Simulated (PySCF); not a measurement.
Worked example: entropy of an ideal gas

Si(Cl)(Br)(Me)(OH) (CH₄BrClOSi), SMILES C[Si](O)(Cl)Br.

Geometry optimised at PBE0-D3(BJ)/def2-SVP. This is a generated structure with no PubChem entry under its InChIKey; it may be hypothetical. Other conformers were not sampled.

PBE0-D3(BJ)/def2-SVP (PySCF) gives the harmonic wavenumbers 139, 144, 152, 212, 221, 264, 303, 412, 549, 741, 772, 804, 847, 950, 1272, 1418, 1420, 3069, 3181, 3189, 3926 cm⁻¹ and the rotational temperatures 0.1201, 0.0599, 0.0520 K. The molar mass is 175.48 g/mol, the symmetry number 1, the spin multiplicity 1.

Work out the entropy at 298.15 K and 1 atm in the rigid-rotor, harmonic-oscillator model.


Translation (Sackur–Tetrode at 1 atm): S = R[1.5 ln M + 2.5 ln T − 1.16487] = 173.2 J/(mol K).
Rotation: q = (√π/σ) T^1.5/√(θA θB θC) = 472000, S = R[ln q + 3/2] = 121.1 J/(mol K).
Vibration: with u = 1.4388 ν/T, each mode gives R[u/(e^u − 1) − ln(1 − e^−u)]:
| ν (cm⁻¹) | modes | u | S (J/(mol K)) |
|---|---|---|---|
| 139 | 1 | 0.67 | 11.79 |
| 144 | 1 | 0.69 | 11.51 |
| 152 | 1 | 0.73 | 11.08 |
| 212 | 1 | 1.02 | 8.48 |
| 221 | 1 | 1.07 | 8.16 |
| 264 | 1 | 1.27 | 6.84 |
| 303 | 1 | 1.46 | 5.86 |
| 412 | 1 | 1.99 | 3.85 |
| 549 | 1 | 2.65 | 2.29 |
| 741 | 1 | 3.58 | 1.09 |
| 772 | 1 | 3.73 | 0.97 |
| 804 | 1 | 3.88 | 0.85 |
| 847 | 1 | 4.09 | 0.72 |
| 950 | 1 | 4.58 | 0.48 |
| 1272 | 1 | 6.14 | 0.13 |
| 1418 | 1 | 6.84 | 0.07 |
| 1420 | 1 | 6.85 | 0.07 |
The stiffer modes add less than 0.005 each. Sum 74.2 J/(mol K).
Spin: R ln 1 = 0.0 J/(mol K).
Total 368.5 J/(mol K); the program's own thermochemistry gives 368.5. Translation makes up 47 % and vibration 20 %. Anharmonicity, hindered rotation and orbital degeneracy are left out.
